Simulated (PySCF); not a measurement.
Input of a run (PBE0-D3(BJ)/def2-SVP geometry optimisation, gas phase (PySCF 2.14.0)), started from GFN2-xTB:
```
{"job": {"xc": "PBE0", "basis": "def2-SVP", "d3": "d3bj", "grid": 1, "shake": 0.01, "kind": "geom"}, "charge": 0, "multiplicity": 1}
O     -2.866740     0.716030     0.643170
Si    -2.136250    -0.027640    -0.585500
C     -0.317190    -0.058300    -0.305320
C      0.929500    -0.079820    -0.095230
Si     2.713640    -0.118340     0.216140
H     -2.755250     0.506580     1.548480
H     -2.470950     0.810950    -1.722290
H     -2.559940    -1.412540    -0.685450
H      2.961610     0.533110     1.542450
H      3.156920    -1.511150     0.268710
H      3.382760     0.615300    -0.840810
```

Output (energies in Eh, forces in Eh/bohr):
```
step   0  E = -733.28479724  max force = 0.079121
step   1  E = -733.28937349  max force = 0.013700
step   2  E = -733.29066736  max force = 0.010221
step   3  E = -733.29257761  max force = 0.007326
step   4  E = -733.29284970  max force = 0.003495
step   5  E = -733.29299516  max force = 0.001220
step   6  E = -733.29300388  max force = 0.000918
step   7  E = -733.29300625  max force = 0.000157
optimisation converged
```

Task: Summarise the run.

Result: The energy falls by 0.223 eV over 8 energy and gradient evaluations, the largest force component goes from 0.0791 to 1.6e-04 Eh/bohr, and the atoms move by 0.050 Å rms after alignment. The bond that changes most is O1–Si2 (silanol oxygen to oxygen-bound silicon), which lengthens by 0.050 Å. Bonds longer at the end by more than 0.005 Å: 7 of 10; shorter: 2. Among the angles that change most is Si2–O1–H6, from 125.5° to 116.9°. The energy never rose by more than 1e-6 Eh on the way. The first step brought 56 % of the lowering.

Task: What are the final bond lengths?

Result: O1–Si2 1.661 Å, Si2–C3 1.841 Å, C3≡C4 1.225 Å, C4–Si5 1.836 Å, O1–H6 0.962 Å, Si2–H7 1.484 Å, Si2–H8 1.492 Å, Si5–H9 1.492 Å, Si5–H10 1.491 Å, Si5–H11 1.491 Å. Numbering counts from 1 in the input's order; the species is `C([SiH3])#C[SiH2]O`.

The run used 108 basis functions and 59 SCF cycles in all. On one thread, Arm Neoverse V2 (aarch64), shared host with 64 logical CPUs at a one-minute load of 44, this took 30 s and 0.49 GiB of memory at its peak.

Stationary, but not proved a minimum. One conformer, not necessarily the lowest.

The values belong to the conformer `[OH:1][SiH2:2][C:3]#[C:4][SiH3:5]`: H–O1–Si2–C3 -52°.
